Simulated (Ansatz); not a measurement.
C$_{4}$H$_{7}$FO$_{3}$Ti, SMILES `[CH3][Ti-]1([OH])([F])[O]C=CC=[O+]1`, relaxed with RKS PBE-D4/def2-SVP in Ansatz from a rough embedded geometry. The force threshold is 0.03 eV/Å; the program also tests the step.

Charge 0, multiplicity 1.

Start:

```xyz
16

C    -0.389   -2.526    0.721
Ti   -0.127   -0.197    1.039
O    -1.657    1.062    2.224
F     0.850   -0.469    2.778
O     1.833    0.957    0.265
C     1.749    1.549   -0.970
C     0.700    1.511   -1.758
C    -0.564    0.910   -1.577
O    -1.064    0.304   -0.668
H    -0.063   -3.081    1.574
H     0.182   -2.945   -0.188
H    -1.453   -2.658    0.555
H    -2.233    0.370    2.547
H     2.647    2.104   -1.341
H     0.862    2.042   -2.755
H    -1.274    1.067   -2.448
```

```csv
step,energy (eV),largest force (eV/Å),largest move (Å)
1,-36203.5256,5.890,0.000
2,-36205.8614,3.358,0.195
3,-36206.8815,1.242,0.195
4,-36207.4919,0.549,0.195
5,-36207.6680,0.817,0.191
6,-36207.6879,0.703,0.163
7,-36207.7564,0.308,0.200
8,-36207.7792,0.486,0.200
9,-36207.7908,0.278,0.072
10,-36207.7974,0.147,0.068
11 (rejected),-36207.7933,1.057,0.137
12,-36207.8059,0.079,0.068
13,-36207.8116,0.126,0.100
14 (rejected),-36207.7596,0.910,0.084
15,-36207.8136,0.130,0.041
16,-36207.8162,0.045,0.075
17,-36207.8168,0.103,0.042
18,-36207.8170,0.025,0.011
```

End:

```xyz
16

C    -0.496   -2.209    0.651
Ti   -0.114   -0.213    1.143
O    -1.493    0.468    2.055
F     1.028   -0.649    2.419
O     1.327    0.976    0.383
C     1.526    1.526   -0.757
C     0.673    1.435   -1.865
C    -0.552    0.748   -1.755
O    -0.947    0.134   -0.714
H    -0.496   -2.805    1.585
H     0.351   -2.534    0.007
H    -1.450   -2.326    0.101
H    -1.502    0.620    3.017
H     2.457    2.133   -0.843
H     0.936    1.947   -2.800
H    -1.248    0.747   -2.628
```

It took 45 s on 4 threads of an AMD EPYC 7R13 on a shared host and a share of an NVIDIA H100 80 GB, with 0.85 GiB of host memory at the peak.
